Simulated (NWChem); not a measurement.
System: SnHI$_{3}$; SMILES [I][SnH]([I])[I]

Excerpt of the output:

```
             Northwest Computational Chemistry Package (NWChem) 7.3.0
             --------------------------------------------------------

 C3  symmetry detected

                             Geometry "geometry" -> ""
                             -------------------------

 Output coordinates in angstroms (scale by  1.889725989 to convert to a.u.)

  No.       Tag          Charge          X              Y              Z
 ---- ---------------- ---------- -------------- -------------- --------------
    1 Sn                  50.0000     0.00000000    -0.00000000     0.68199382
    2 I                   53.0000     2.15485213     1.36736964    -0.22962218
    3 I                   53.0000    -2.26160291     1.18247186    -0.22962218
    4 I                   53.0000     0.10675078    -2.54984150    -0.22962218
    5 H                    1.0000     0.00000000    -0.00000000     2.41023482

 Effective nuclear repulsion energy (a.u.)    2599.4398320341

      Symmetry information
      --------------------

 Group name             C3
 Group number              5
 Group order               3
 No. of unique centers     3

 Summary of "ao basis" -> "ao basis" (spherical)
 ------------------------------------------------------------------------------
       Tag                 Description            Shells   Functions and Types
 ---------------- ------------------------------  ------  ---------------------
 Sn                        def2-svpd                12       32   5s4p3d
 I                         def2-svpd                13       35   5s5p3d
 H                         def2-svpd                 4        8   2s2p

      Symmetry analysis of basis
      --------------------------

        a          51
        e+         47
        e-         47

  Rotation of axis

            General Information
            -------------------
          SCF calculation type: DFT
          Wavefunction type:  closed shell.
          No. of atoms     :     5
          No. of electrons :    98
           Alpha electrons :    49
            Beta electrons :    49
          Charge           :     0
          Spin multiplicity:     1
          Use of symmetry is: on ; symmetry adaption is: on
          Maximum number of iterations: 150
          AO basis - number of functions:   145
                     number of shells:    55
          Convergence on energy requested:  1.00D-06
          Convergence on density requested:  1.00D-05
          Convergence on gradient requested:  5.00D-04

              XC Information
              --------------
                     Hartree-Fock (Exact) Exchange  1.000

      Superposition of Atomic Density Guess
      -------------------------------------

 Sum of atomic energies:       -1290.97194732

      Non-variational initial energy
      ------------------------------

 Total energy =   -1104.230553
 1-e energy   =   -3056.228496
 2-e energy   =    1387.795688
 HOMO         =      -0.336367
 LUMO         =      -0.075973

      Symmetry analysis of molecular orbitals - initial
      -------------------------------------------------

  Numbering of irreducible representations:

     1 a           2 e+          3 e-

  Orbital symmetries:

     1 e+          2 e+          3 a           4 a           5 a
     6 e+          7 e+          8 a           9 e+         10 e+
    11 e+         12 e+         13 a          14 a          15 e+
    16 e+         17 a          18 e+         19 e+         20 a
    21 e+         22 e+         23 e+         24 e+         25 a
    26 a          27 e+         28 e+         29 e+         30 e+
    31 a          32 a          33 e+         34 e+         35 e+
    36 e+         37 a          38 e+         39 e+         40 a
    41 a          42 e+         43 e+         44 e+         45 e+
    46 e+         47 e+         48 a          49 a          50 a
    51 e+         52 e+         53 a          54 e+         55 e+
    56 a          57 e+         58 e+         59 e+

     ---------------------------------------------
      Total Density - Mulliken Population Analysis
     ---------------------------------------------

    Atom       Charge   Shell Charges
 -----------   ------   -------------------------------------------------------
    1 Sn  22    20.44   1.60  0.42  0.90  0.17 -0.04  3.26  2.73  0.90  0.41  9.75  0.40 -0.06
    2 I   25    25.52   1.83  0.22  1.23  0.69  0.00  2.92  3.13  2.65  2.74  0.08  9.82  0.19  0.01
    3 I   25    25.52   1.83  0.22  1.23  0.69  0.00  2.92  3.13  2.65  2.74  0.08  9.82  0.19  0.01
    4 I   25    25.52   1.83  0.22  1.23  0.69  0.00  2.92  3.13  2.65  2.74  0.08  9.82  0.19  0.01
    5 H    1     1.00   0.61  0.36  0.01  0.02

   convergence    iter        energy       DeltaE   RMS-Dens  Diis-err
 ---------------- ----- ----------------- --------- --------- ---------
 d= 0,ls=0.0,diis     1  -1103.9588646054 -1.67D+03  7.32D-03  3.10D-01
 d= 0,ls=0.0,diis     2  -1104.0008966909 -4.20D-02  2.85D-03  1.59D-01
 d= 0,ls=0.0,diis     3  -1104.0273398168 -2.64D-02  6.50D-04  1.53D-03
 d= 0,ls=0.0,diis     4  -1104.0280771045 -7.37D-04  1.95D-04  1.28D-04
 d= 0,ls=0.0,diis     5  -1104.0281508547 -7.38D-05  5.44D-05  1.15D-05
  Resetting Diis
 d= 0,ls=0.0,diis     6  -1104.0281575513 -6.70D-06  2.66D-05  1.64D-06
 d= 0,ls=0.0,diis     7  -1104.0281585174 -9.66D-07  4.34D-06  8.45D-08

         Total DFT energy =    -1104.028158517440
      One electron energy =    -3055.352799369390
           Coulomb energy =     1468.249417526171
    Exchange-Corr. energy =      -81.127031552251
 Nuclear repulsion energy =      564.202254878030

 Numeric. integr. density =        0.000000000000

                  Occupations of the irreducible representations
                  ----------------------------------------------

                     irrep           alpha         beta
                     --------     --------     --------
                     a                17.0         17.0
                     e+               32.0         32.0
                     e-                0.0          0.0

                       DFT Final Molecular Orbital Analysis
                       ------------------------------------

 Vector   47  Occ=2.000000D+00  E=-3.825384D-01  Symmetry=e+
              MO Center= -4.9D-01, -6.7D-03, -1.7D-01, r^2= 8.2D+00
   Bfn.  Coefficient  Atom+Function         Bfn.  Coefficient  Atom+Function
  ----- ------------  ---------------      ----- ------------  ---------------
    81      0.292418  3 I  pz                84      0.262178  3 I  pz
    79     -0.216021  3 I  px               116     -0.210243  4 I  pz
    44     -0.205147  2 I  px                82     -0.203886  3 I  px
   114     -0.201674  4 I  px               115      0.191861  4 I  py
    47     -0.190099  2 I  px                80      0.187587  3 I  py

 Vector   48  Occ=2.000000D+00  E=-3.825384D-01  Symmetry=e+
              MO Center=  4.9D-01,  6.7D-03, -1.7D-01, r^2= 8.2D+00
   Bfn.  Coefficient  Atom+Function         Bfn.  Coefficient  Atom+Function
  ----- ------------  ---------------      ----- ------------  ---------------
    46      0.290212  2 I  pz                49      0.260199  2 I  pz
   116     -0.216272  4 I  pz               115      0.213554  4 I  py
    45      0.210082  2 I  py               118      0.200758  4 I  py
    80      0.199207  3 I  py                48      0.196356  2 I  py
    44      0.193866  2 I  px               119     -0.193906  4 I  pz

 Vector   49  Occ=2.000000D+00  E=-3.779945D-01  Symmetry=a
              MO Center=  4.0D-13, -4.1D-13, -2.1D-01, r^2= 8.5D+00
   Bfn.  Coefficient  Atom+Function         Bfn.  Coefficient  Atom+Function
  ----- ------------  ---------------      ----- ------------  ---------------
   114      0.355756  4 I  px               117      0.328730  4 I  px
    80     -0.315541  3 I  py                45      0.300647  2 I  py
    83     -0.291570  3 I  py                48      0.277807  2 I  py
    44     -0.190777  2 I  px                47     -0.176284  2 I  px
    79     -0.164980  3 I  px                82     -0.152446  3 I  px

 Vector   50  Occ=0.000000D+00  E=-1.156176D-02  Symmetry=a
              MO Center=  2.4D-15, -2.6D-15,  1.1D-01, r^2= 1.0D+01
   Bfn.  Coefficient  Atom+Function         Bfn.  Coefficient  Atom+Function
  ----- ------------  ---------------      ----- ------------  ---------------
     4      0.934980  1 Sn s                  3      0.547398  1 Sn s
   118     -0.350606  4 I  py                82     -0.310973  3 I  px
    47      0.296294  2 I  px                17     -0.255571  1 Sn pz
     2     -0.241524  1 Sn s                  5      0.226945  1 Sn s
   115     -0.223983  4 I  py               121     -0.218382  4 I  py

 Vector   51  Occ=0.000000D+00  E= 4.768842D-02  Symmetry=e+
              MO Center= -2.9D-01,  1.2D+00, -1.2D-01, r^2= 2.1D+01
   Bfn.  Coefficient  Atom+Function         Bfn.  Coefficient  Atom+Function
  ----- ------------  ---------------      ----- ------------  ---------------
    85      0.953528  3 I  px                50      0.852573  2 I  px
    15      0.713763  1 Sn px                72      0.651755  3 I  s
    37     -0.579342  2 I  s                 86     -0.362419  3 I  py
    51      0.336903  2 I  py               120      0.297419  4 I  px
    12      0.284308  1 Sn px                31     -0.254622  1 Sn d  1

[...]
```

Level: Hartree-Fock/def2-SVPD with def2 effective core potentials on Sn, I. Coordinates come from a PBE-D3(BJ)/def2-SVP optimisation. Not confirmed as a minimum by frequencies. def2 effective core potentials on Sn, I; no spin-orbit coupling.

Q: Write an input that gives this output.

A: One answer among several that fit: the input that was run:
```
start job
memory heap 200 mb stack 900 mb global 1100 mb
geometry units angstroms noautoz
  Sn     0.000000     0.000000     0.681274
  I     -0.421679     2.516997    -0.230342
  I     -1.968944    -1.623683    -0.230342
  I      2.390623    -0.893314    -0.230342
  H      0.000000     0.000000     2.409515
end
basis spherical
  * library def2-svpd
end
ecp
  Sn library def2-ecp
  I library def2-ecp
end
dft
  xc hfexch
  iterations 150
  mulliken
end
task dft energy
```
